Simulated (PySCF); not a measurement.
## Badger's rule along the second period: bonds to N

PBE0 in PySCF with def2-TZVP on every atom, for the lowest determinant that a PBE0 search found; no spin–orbit coupling. Badger's rule says that Re = d + c·k^(−1/3) for bonds between atoms of fixed rows.

```json
{"molecule": "NO", "state (unpaired electrons)": "doublet (π ↑)", "Re (Å)": "1.140", "k (mdyn/Å)": "18.1"}
{"molecule": "CN", "state (unpaired electrons)": "doublet (σ ↑)", "Re (Å)": "1.160", "k (mdyn/Å)": "?"}
{"molecule": "BN", "state (unpaired electrons)": "triplet (σ ↑, π ↑)", "Re (Å)": "1.315", "k (mdyn/Å)": "?"}
{"molecule": "BeN", "state (unpaired electrons)": "quartet (σ ↑, π ↑↑)", "Re (Å)": "1.605", "k (mdyn/Å)": "?"}
{"molecule": "LiN", "state (unpaired electrons)": "triplet (π ↑↑)", "Re (Å)": "1.857", "k (mdyn/Å)": "1.26"}
```

Question: Fix c and d from NO and LiN.

Answer: c = (1.857 − 1.14)/(1.26^(−1/3) − 18.1^(−1/3)) = 1.316, d = 1.14 − c·18.1^(−1/3) = 0.639 Å.

Question: Predict k of the others and set the computed values beside them.

Answer: 

```csv
molecule,k by the rule,k computed,difference (%)
CN,16.1,18.2,-11
BN,7.37,9.24,-20
BeN,2.53,2.88,-12
```

The rule misses by 14 % on average; it knows nothing of spin state or of how ionic a bond is, and both change along this series.

States were picked by a PBE0 search and need not be the measured ground states.
